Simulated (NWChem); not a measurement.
System: MgHCl; SMILES [Cl][MgH]

Here is an NWChem input.

```
start job
memory heap 200 mb stack 900 mb global 1100 mb
geometry units angstroms noautosym nocenter noautoz
  Mg    -0.001929     1.135785     0.000000
  H     -0.007709     2.829044     0.000000
  Cl     0.001422    -1.075646     0.000000
end
basis spherical
  Mg library aug-cc-pvdz
  H library aug-cc-pvdz
  Cl library aug-cc-pvdz
end
dft
  xc pbe0
  iterations 150
end
property
  response 1 0.0
end
task dft property
```

Structure relaxed at the B3LYP/6-31G* (spherical d) level.

Static field.

### Question
Give the results of this calculation. (PBE0/aug-cc-pVDZ.) Quantities: isotropic polarisability (bohr³); anisotropy (bohr³).

### Answer
* **isotropic polarisability (bohr³)**: 41.6
* **anisotropy (bohr³)**: 13.3
